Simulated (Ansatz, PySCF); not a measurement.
C₂H₆N, SMILES [CH2]CN, multiplicity 2. Atoms are numbered in the order given.

```xyz
9

C      1.2359     0.2273    -0.3244
C      0.0696    -0.3727     0.3555
N     -1.1746     0.2120    -0.1217
H      2.2268     0.1466     0.1033
H      1.1263     0.6084    -1.3321
H      0.2105    -0.3065     1.4480
H      0.0276    -1.4524     0.1344
H     -1.2123     1.1945     0.1205
H     -1.9718    -0.2365     0.3112
```
Charge 0, spin multiplicity 2.

Geometry optimised at PBE0-D3(BJ)/def2-TZVP. The isomer is the one that the SMILES or the coordinates give; other isomers of the formula were not compared. Other conformers were not sampled.

Two levels are set side by side: PBE-D3(BJ)/def2-TZVP (Ansatz, a first-principles code) and PBE0-D3(BJ)/def2-TZVP (Ansatz). Each level has its own optimised geometry; the coordinates shown are those of the second. Frequencies come from the Hessian of PySCF at each geometry. Differences are taken from unrounded values.

| quantity | PBE0-D3(BJ) |
|---|---|
| mean bond length (Å) | 1.166 |
| bond C1–C2 (Å) | 1.477 |
| bond C2–N3 (Å) | 1.455 |
| bond C1–H4 (Å) | 1.082 |
| bond C1–H5 (Å) | 1.083 |
| bond C2–H6 (Å) | 1.104 |
| bond C2–H7 (Å) | 1.103 |
| bond N3–H8 (Å) | 1.013 |
| bond N3–H9 (Å) | 1.012 |
| highest harmonic wavenumber (cm⁻¹) | 3612 |
| mean harmonic wavenumber (cm⁻¹) | 1630 |
| zero-point energy (kcal/mol) | 48.95 |

Problem. What does PBE-D3(BJ) give, and how far is it from PBE0-D3(BJ)? (An estimate is asked for; the answer gives what the named calculation found.)

Solution. 
```
quantity                            PBE-D3(BJ)  PBE-D3(BJ) minus PBE0-D3(BJ)
----------------------------------  ----------  ----------------------------
mean bond length (Å)                     1.175                         0.009
bond C1–C2 (Å)                           1.481                         0.003
bond C2–N3 (Å)                           1.469                         0.013
bond C1–H4 (Å)                           1.089                         0.007
bond C1–H5 (Å)                           1.090                         0.007
bond C2–H6 (Å)                           1.112                         0.009
bond C2–H7 (Å)                           1.112                         0.009
bond N3–H8 (Å)                           1.022                         0.010
bond N3–H9 (Å)                           1.022                         0.010
highest harmonic wavenumber (cm⁻¹)        3483                          -129
mean harmonic wavenumber (cm⁻¹)           1577                           -53
zero-point energy (kcal/mol)             47.35                         -1.60
```

Exact exchange shortens and stiffens bonds; PBE has none. Differences between two approximate levels are no errors against the true value.
